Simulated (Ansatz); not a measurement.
Calculated with Ansatz (gas phase, PBE0-D4/def2-TZVP geometries, no zero-point term in ΔE). CBS: MP2 limit from def2 TZ/QZ plus the TZ coupled-cluster correction, frozen cores. This one scheme is used for every species. Functionals use def2-TZVPP. B3LYP here is the variant with VWN-RPA as its local correlation; programs differ in this. Each species was taken in one conformer, which may not be the lowest.

Reaction (silylene loss): `CN[SiH](N)[SiH3]` → `CN[SiH2]N` + `[SiH2]`

`CN[SiH](N)[SiH3]`:

Z-matrix (Å, degrees):
```
C
N 1 1.445
H 1 1.097 2 113.6
H 1 1.095 2 111.1 3 121.9
H 1 1.093 2 109.3 3 -119.9
Si 2 1.715 1 124.9 3 91.8
H 2 1.008 1 113.9 3 -65.1
Si 6 2.356 2 116.1 1 -87.8
N 6 1.714 2 107.6 1 154.2
H 6 1.497 2 103.1 1 30.0
H 8 1.491 6 110.1 2 65.7
H 8 1.493 6 112.7 2 -174.3
H 8 1.491 6 111.2 2 -53.5
H 9 1.006 6 121.1 2 151.3
H 9 1.008 6 120.9 2 -58.6
```

`CN[SiH2]N`:

Cartesian coordinates in Å:
```
C 0.404 -1.881 -0.185
N 0.619 -0.466 0.006
Si -0.598 0.686 0.345
N -0.062 2.211 -0.216
H 1.062 -2.282 -0.962
H -0.625 -2.050 -0.513
H 0.557 -2.474 0.726
H 1.570 -0.223 0.238
H -0.923 0.942 1.781
H -1.817 0.106 -0.294
H -0.333 3.054 0.262
H 0.145 2.377 -1.187
```

`[SiH2]`:

```xyz
3

Si    0.292   -0.019   -0.649
H    -0.955   -0.634   -0.020
H     0.663    0.653    0.669
```

**Question.** Is it downhill or uphill in electronic energy at CCSD(T)/CBS, and by how much? (Best estimate.)

**Answer.** The calculation gave: Uphill: ΔE = +228.5 kJ/mol.

**Question.** What do these levels give: PBE0-D4, B2PLYP, B3LYP, MP2/def2-TZVPP, HF/def2-QZVPP, MP2/CBS(def2)? (An estimate is asked.)

**Answer.** Ansatz gave: PBE0-D4 250.3, B2PLYP 221.3, B3LYP 212.4, MP2/def2-TZVPP 235.7, HF/def2-QZVPP 198.5, MP2/CBS(def2) 242.3 kJ/mol.

Largest T1 diagnostic among the species: 0.014.

In def2-TZVPP, CCSD(T) changes the Hartree–Fock value by +23.6 kJ/mol (the triples alone add +6.2 kJ/mol) and MP2 by +37.3 kJ/mol. The D4 term adds +15.3 kJ/mol with B3LYP and +8.7 kJ/mol with PBE0; it sums over pairs of atoms, weighted by their polarisabilities, and B3LYP, whose exchange is more repulsive, gets the larger term.
